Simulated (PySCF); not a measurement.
Ionisation energy of Zr⁺ by level of theory

Zr⁺ [Kr] 4d2 5s1 (4F) → Zr²⁺ [Kr] 4d2 (3F), as a difference of total energies. Calculation: PySCF 2.14, in x2c-TZVPPall with one added diffuse shell each of s, p, d, f type (9s7p7d3f1g, 95 functions); scalar relativity by spin-free X2C-1e. Correlated levels: valence and next inner shell: [Ar] 3d10 frozen. The calculations carry no spin-orbit coupling.

| method | ionisation energy (eV) | plus first-order spin-orbit estimate | error of that sum (eV) |
| --- | --- | --- | --- |
| UHF | 12.284 | 12.274 | -0.856 |
| MP2 (valence and next inner shell) | 12.989 | 12.980 | -0.150 |
| SCS-MP2 (valence and next inner shell) | 12.773 | 12.763 | -0.367 |
| CCSD (valence and next inner shell) | 12.937 | 12.928 | -0.202 |
| CCSD(T) (valence and next inner shell) | 12.978 | 12.968 | -0.162 |

Reference: 13.13 eV (measured; NIST Atomic Spectra Database, ionization energies).

A first-order spin-orbit estimate (lowest level to lowest level, LS coupling) adds -0.010 eV.

Errors of the correlated levels include the incompleteness of this basis and the frozen core.
